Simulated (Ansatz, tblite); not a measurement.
Cost and result up the ladder for Ge2Se (the lowest singlet isomer of a short search) (3 atoms). Charge 0, multiplicity 1. Geometry: r2SCAN-D4/def2-TZVP.

Cartesian coordinates in Å:
```
Ge 0.5910 -0.6751 -1.1200
Ge -1.3150 0.5744 0.0145
Se 0.7240 0.1007 1.1055
```

Ansatz on 4 threads of Arm Neoverse V1 on a shared host; xTB runs through tblite on one thread. Times are rough, summed over both states, and most runs start from the orbitals of an earlier one. PBE0-D4/def2-TZVP serves as the yardstick here, not as an exact answer. The other state is a doublet.

The xTB rows come from tblite. The structure comes from a short search, and lower isomers may exist.

Raw xTB energies of ions are shifted by several eV.

```json
{"level": "GFN1-xTB", "functions": "27", "wall time": "0.005 s"}
{"level": "GFN2-xTB", "functions": "27", "wall time": "0.006 s"}
{"level": "PBE-D4/def2-TZVP", "functions": "144", "wall time": "3.1 s"}
{"level": "PBE0-D4/def2-TZVP", "functions": "144", "wall time": "6.1 s"}
{"level": "r2SCAN-D4/def2-TZVP", "functions": "144", "wall time": "8.1 s"}
```

Task: Estimate what each level gives for the vertical IE (eV).

Result: 
| level | vertical IE (eV) | difference from PBE0-D4/def2-TZVP (eV) |
| --- | --- | --- |
| GFN1-xTB | 11.52 | 3.86 |
| GFN2-xTB | 12.13 | 4.47 |
| PBE-D4/def2-TZVP | 7.60 | -0.05 |
| PBE0-D4/def2-TZVP | 7.65 | 0.00 |
| r2SCAN-D4/def2-TZVP | 7.66 | 0.00 |
